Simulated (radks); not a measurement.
Task: These are the eigenvalues of the occupied orbitals of an atom or ion with whole-number occupations (hartree). All-electron calculation, Dirac Kohn-Sham, LDA (Slater exchange, Perdew-Wang correlation), spin-unpolarised, spherical densities, finite nucleus; Fermi nuclear charge, rms radius of each element as measured or else 0.836 A^(1/3) + 0.57 fm. Program: a radial shooting solver on a logarithmic mesh with Libxc functionals.

orbital  eigenvalue
1s1/2     -804.6720
2s1/2     -115.7005
2p1/2     -106.9829
2p3/2     -102.1793
3s1/2     -20.35638
3p1/2     -16.97076
3p3/2     -16.15525
3d3/2     -10.13757
3d5/2      -9.97851
4s1/2      -2.80757
4p1/2      -1.79582
4p3/2      -1.66954
4d3/2      -0.20573
4d5/2      -0.19381
5s1/2      -0.16577

Which element is it, and in what charge state? The configuration may be excited. Open shells, if any, are shared by 2j + 1.

Result: Z = 44, ruthenium, charge 0: Ru in [Kr] 4d7 5s1. The list shows which subshells hold electrons but not how many an open one holds; the 1s level, -804.67 hartree, gives Z - s = 40.1 by -(Z - s)^2/2, which with screening and relativity narrows Z to a few neighbours, and the depths of the outer levels then fix element, charge and occupations together.
